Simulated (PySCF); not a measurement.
**Correlation energy of I (iodine, neutral)**

[Kr] 4d10 5s2 5p4 5d1, one real determinant (an excited configuration). All numbers are calculated (PySCF 2.14, the non-relativistic Hamiltonian (point nucleus), in dyall-av2z). Frozen: [Kr] 4d10; 7 electrons correlated; the 62 highest virtual orbitals of each spin left out.

```json
{"level": "CCSD", "correlation energy (mhartree)": "-84.73"}
{"level": "(T)", "correlation energy (mhartree)": "-3.71"}
{"level": "CCSD(T)", "correlation energy (mhartree)": "-88.44"}
```

Diagnostics: T1 = 0.0074, D1 = 0.0241, largest double amplitude 0.171.

The real determinant used has ⟨L²⟩ near 8 against 12 for a pure F term, so it mixes terms. A non-relativistic calculation at this Z misses sizeable relativistic shifts. The outer electron is Rydberg-like, and this basis confines it to a smaller radius and binds it less than a complete one would. A double-excitation amplitude exceeds 0.15, a sign of near-degeneracy.

Cost of the coupled-cluster step: roughly 5 core-seconds, for 7 correlated electrons.

The reference is one real determinant that mixes LS terms of this configuration.
